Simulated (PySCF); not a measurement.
## [La(NH3)6]3+ at several levels of theory

Computed with PySCF 2.14.0 (density fitting, no spin-orbit coupling) at the geometry relaxed with PBE0:

```xyz
25
[La(NH3)6]3+ (singlet)
La    0.0000    0.0000    0.0000
N     0.0052    0.0077    2.7023
H     0.8106    0.4733    3.1418
H    -0.7980    0.4730    3.1461
H     0.0067   -0.9199    3.1476
N    -0.0052   -0.0077   -2.7023
H     0.7980   -0.4730   -3.1461
H    -0.8106   -0.4733   -3.1418
H    -0.0067    0.9199   -3.1476
N     2.7018   -0.0012    0.0020
H     3.1437   -0.4644    0.8075
H     3.1474   -0.4644   -0.8014
H     3.1424    0.9287    0.0020
N     0.0011    2.7018    0.0066
H     0.4509    3.1415    0.8209
H     0.4778    3.1495   -0.7878
H    -0.9287    3.1423   -0.0064
N    -2.7018    0.0012   -0.0020
H    -3.1474    0.4644    0.8014
H    -3.1437    0.4644   -0.8075
H    -3.1424   -0.9287   -0.0020
N    -0.0011   -2.7018   -0.0066
H    -0.4778   -3.1495    0.7878
H    -0.4509   -3.1415   -0.8209
H     0.9287   -3.1423    0.0064
```

```json
{"level": "PBE0", "basis": "La lcecp-1-SVP with ECP46, N def2-SVP, H def2-SVP", "state": "singlet", "HOMO (eV)": "-20.73", "gap (eV)": "8.02", "charge on La1 (e)": "1.43", "population of f-type functions on La1 (polarisation alone where 4f lies in the core)": "0.04", "dipole about the centre of mass (D)": "0.00", "largest force component (eV/Å)": "0.00"}
{"level": "TPSSh", "basis": "the same", "state": "singlet", "HOMO (eV)": "-19.92", "gap (eV)": "6.87", "charge on La1 (e)": "1.43", "population of f-type functions on La1 (polarisation alone where 4f lies in the core)": "0.04", "dipole about the centre of mass (D)": "0.00", "largest force component (eV/Å)": "0.13"}
{"level": "BLYP", "basis": "the same", "state": "singlet", "HOMO (eV)": "-19.02", "gap (eV)": "5.54", "charge on La1 (e)": "1.21", "population of f-type functions on La1 (polarisation alone where 4f lies in the core)": "0.05", "dipole about the centre of mass (D)": "0.00", "largest force component (eV/Å)": "0.38"}
{"level": "PBE", "basis": "the same", "state": "singlet", "HOMO (eV)": "-19.14", "gap (eV)": "5.56", "charge on La1 (e)": "1.23", "population of f-type functions on La1 (polarisation alone where 4f lies in the core)": "0.05", "dipole about the centre of mass (D)": "0.00", "largest force component (eV/Å)": "0.42"}
{"level": "PBE0", "basis": "La lcecp-1-TZVP with ECP46, N def2-TZVP, H def2-TZVP", "state": "singlet", "HOMO (eV)": "-20.74", "gap (eV)": "8.05", "charge on La1 (e)": "2.01", "population of f-type functions on La1 (polarisation alone where 4f lies in the core)": "0.08", "dipole about the centre of mass (D)": "0.00", "largest force component (eV/Å)": "0.40"}
```

In the lcecp rows the 4f levels are missing from HOMO and gap, and the state counts the valence alone.

Charges are Mulliken's, which hang on the basis. The relaxation used the grid (50, 194), these runs (75, 302) or, all-electron (x2c bases, spin-free X2C Hamiltonian), (99, 590).

Problem. What does r2SCAN with La lcecp-1-SVP with ECP46, N def2-SVP, H def2-SVP give here?

Solution. state singlet, HOMO (eV) -19.53, gap (eV) 6.18, charge on La1 (e) 1.42, population of f-type functions on La1 (polarisation alone where 4f lies in the core) 0.04, dipole about the centre of mass (D) 0.00, largest force component (eV/Å) 0.12. Time: 54 s on 4 threads of Arm Neoverse V1 (shared host), from an already converged density.

In the first row's basis the gap widens with exact exchange: 5.5 to 6.2 eV for BLYP, PBE, r2SCAN (none); 6.9 to 8.0 eV for TPSSh, PBE0 (a fixed share).

No frequency check is given that shows the relaxed geometry to be a minimum.
